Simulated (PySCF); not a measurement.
Compound: V(OH)F3 (doublet state).
Bonds: V1–O2, V1–F4, V1–F5, V1–F6. Hydrogens: H3 on O2.

Method: PySCF 2.14.0, PBE0-D3(BJ)/def2-SVP geometry optimisation, gas phase; unrestricted, density fitting, grid level 1; the optimiser is geomeTRIC in internal coordinates, started from a GFN2-xTB structure with every atom displaced at random (about 0.03 Å).

The end geometry, which sets the zero of energy:
```
atom  x, y, z in Å
V1      0.0519    0.0197   -0.4492
O2      0.2516    0.5173    1.2011
H3     -0.0933   -0.0299    1.9225
F4      1.6155   -0.2836   -1.0663
F5     -0.9768    1.1606   -1.1961
F6     -0.7859   -1.4802   -0.4813
```

Question: These geometries come from the run, each turned onto the end geometry. Order them by energy, lowest first.
A.
```
atom  x, y, z in Å
V1      0.0401   -0.0031   -0.4348
O2      0.2437    0.4954    1.1972
H3     -0.0623    0.0230    1.9829
F4      1.6082   -0.2753   -1.0620
F5     -0.9717    1.1543   -1.2026
F6     -0.7949   -1.4904   -0.5500
```
B.
```
atom  x, y, z in Å
V1     -0.0090   -0.0722   -0.4158
O2      0.1652    0.3756    1.2396
H3      0.0734    0.2910    2.1930
F4      1.5614   -0.2778   -1.0650
F5     -0.9378    1.1419   -1.1889
F6     -0.7900   -1.5545   -0.8322
```
C.
```
atom  x, y, z in Å
V1      0.0381   -0.0117   -0.4273
O2      0.2360    0.4827    1.1981
H3     -0.0532    0.0452    2.0088
F4      1.6036   -0.2742   -1.0689
F5     -0.9686    1.1547   -1.2070
F6     -0.7928   -1.4927   -0.5730
```
D.
```
atom  x, y, z in Å
V1     -0.0157   -0.2293   -0.3186
O2      0.1564    0.3506    1.1459
H3      0.2320    0.6090    2.0458
F4      1.6039   -0.4892   -0.7727
F5     -1.1906    0.9814   -0.8629
F6     -0.7229   -1.3186   -1.3068
```
E.
```
atom  x, y, z in Å
V1     -0.0435   -0.1970   -0.3658
O2      0.1676    0.3655    1.2049
H3      0.2381    0.5788    2.1376
F4      1.5986   -0.4408   -0.8167
F5     -1.1365    1.0418   -0.9559
F6     -0.7613   -1.4444   -1.2734
```

Answer: A (0.014 eV), C (0.030 eV), B (0.162 eV), E (0.563 eV), D (1.322 eV).

In the order of the answer:

```json
{"step": "8", "E above end (eV)": "0.014", "largest force (eV/Å)": "0.60", "rms force component (eV/Å)": "0.197", "rms distance from end (Å)": "0.048", "rms bond change (Å)": "0.010", "bond most changed (Å)": "V1–O2 -0.017"}
{"step": "7", "E above end (eV)": "0.030", "largest force (eV/Å)": "0.98", "rms force component (eV/Å)": "0.319", "rms distance from end (Å)": "0.067", "rms bond change (Å)": "0.015", "bond most changed (Å)": "V1–O2 -0.025"}
{"step": "4", "E above end (eV)": "0.162", "largest force (eV/Å)": "0.61", "rms force component (eV/Å)": "0.216", "rms distance from end (Å)": "0.252", "rms bond change (Å)": "0.008", "bond most changed (Å)": "V1–O2 -0.012"}
{"step": "1", "E above end (eV)": "0.563", "largest force (eV/Å)": "1.69", "rms force component (eV/Å)": "0.567", "rms distance from end (Å)": "0.489", "rms bond change (Å)": "0.033", "bond most changed (Å)": "V1–O2 -0.054"}
{"step": "0", "E above end (eV)": "1.322", "largest force (eV/Å)": "5.03", "rms force component (eV/Å)": "1.947", "rms distance from end (Å)": "0.529", "rms bond change (Å)": "0.084", "bond most changed (Å)": "V1–O2 -0.151"}
```

What follows is the cost of the whole optimisation. On an Arm Neoverse V2 with one thread, shared host, this took 88 s and 0.38 GiB of memory at its peak.
